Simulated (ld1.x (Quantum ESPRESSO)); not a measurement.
Varying the PAW potential for selenium (Se)

Base potential:

```
Element                 : selenium (Se)
Generator               : ld1.x (Quantum ESPRESSO) 7.5
Type                    : PAW
Functional              : PBE
Relativity              : scalar-relativistic
Frozen core             : [Ne]
Valence charge          : 24
Reference configuration : 3s2 3p6 3d10 4s2 4p4
Partial waves           : 3s (bound): rcut 1.05, rcutus 1.20 bohr; 4s (bound): rcut 1.05, rcutus 1.20 bohr; 3p (bound): rcut 0.80, rcutus 1.00 bohr; 4p (bound): rcut 0.80, rcutus 1.00 bohr; 3d (bound): rcut 0.90, rcutus 1.10 bohr; 3d channel at -3.25 Ry: rcut 0.90, rcutus 1.10 bohr
Local potential         : all-electron potential smoothed inside 1.20 bohr (lloc = -1)
Core correction         : a·sin(br)/r model core, default radius (ld1.x builds one for every PAW set, though the input has nlcc=.false.)
Augmentation charge     : PSQ, inside the norm-conserving radii
```

All-electron outer shells of the reference configuration (PBE, scalar-relativistic, ld1.x):

| shell | level (eV) | outermost node (bohr) | outermost maximum (bohr) |
| --- | --- | --- | --- |
| 2s | -1607.20 | 0.06 | 0.17 |
| 2p | -1413.61 | – | 0.13 |
| 3s | -213.51 | 0.24 | 0.50 |
| 3p | -152.98 | 0.21 | 0.50 |
| 3d | -53.12 | – | 0.45 |
| 4s | -17.29 | 0.70 | 1.51 |
| 4p | -6.51 | 0.74 | 1.82 |

Cutoffs, loose and tight: the cutoffs (Ry, on a coarse ladder) from which the occupation-weighted sum of valence levels, in a spherical-Bessel basis at the reference potential, stays within 10 and 1 mRy of its value at 400 Ry. They do not see the model core or the augmentation charge, which bear on the density cutoff. Test errors are all-electron minus pseudo excitation energies from the reference, over the configurations 3s2 3p6 3d10 4s2 4p3; 3s2 3p6 3d10 4s2 4p2; 3s2 3p6 3d10 4s2 4p1; 3s2 3p6 3d10 4s2 4p0; 3s2 3p6 3d10 4s2 4p3.5; 3s2 3p6 3d9 4s2 4p5; 3s2 3p6 3d10 4s2 4p4.3. A dash means not determined; rows that change the core or the reference have their own tests.

Cutoffs are not given where the Bessel-basis levels miss the radial ones by over 6 mRy, ghosts where they miss by over 20 mRy; a channel whose overlap is not positive is not tested.

A file whose overlap is not positive is unfit for use, and its test errors describe a broken file.

```csv
change,outcome,"cutoff, loose","cutoff, tight",bound ghosts,largest test error (meV)
base,"generated, overlap not positive",–,–,not determined (overlap not positive),+140
"wave 3d channel at -3.25 Ry: rcut 0.90, rcutus 1.10 bohr becomes 3d channel at -2.77 Ry: rcut 0.90, rcutus 1.10 bohr","generated, overlap not positive",–,–,not determined (overlap not positive),+133
type TM; waves now 3s (bound): rc 1.20 bohr; 3d (bound): rc 1.10 bohr; 3p (bound): rc 1.00 bohr; local potential the p channel; core correction none,"generated, misses its reference levels by 3.35 eV",260 Ry,over 300 Ry,none,-938
"waves 3d (bound): rcut 0.90, rcutus 1.06 bohr; 3d channel at -3.25 Ry: rcut 0.90, rcutus 1.06 bohr","generated, overlap not positive",–,–,not determined (overlap not positive),+144
"augmentation PSQ, radius 0.90 bohr","generated, overlap not positive",–,–,not determined (overlap not positive),+204
```

Problem. What comes out with this change to the base: waves 3s (bound): rcut 0.76, rcutus 0.80 bohr; 4s (bound): rcut 0.76, rcutus 0.80 bohr?

Solution. outcome: generated; cutoff, loose: 160 Ry; cutoff, tight: 300 Ry; bound ghosts: none; largest test error (meV): -15.

Problem. What comes out with this change to the base: waves 3p (bound): rcut 0.80, rcutus 1.26 bohr; 4p (bound): rcut 0.80, rcutus 1.26 bohr?

Solution. outcome: generated, overlap not positive; bound ghosts: not determined (overlap not positive); largest test error (meV): +48. A file whose overlap is not positive is unfit for use, and its test errors describe a broken file.

Problem. What comes out with this change to the base: local potential all-electron potential smoothed inside 1.30 bohr (lloc = -1)?

Solution. outcome: generated; cutoff, loose: 160 Ry; cutoff, tight: 260 Ry; bound ghosts: none; largest test error (meV): test run stopped at test 1 of 7 (negative rho).
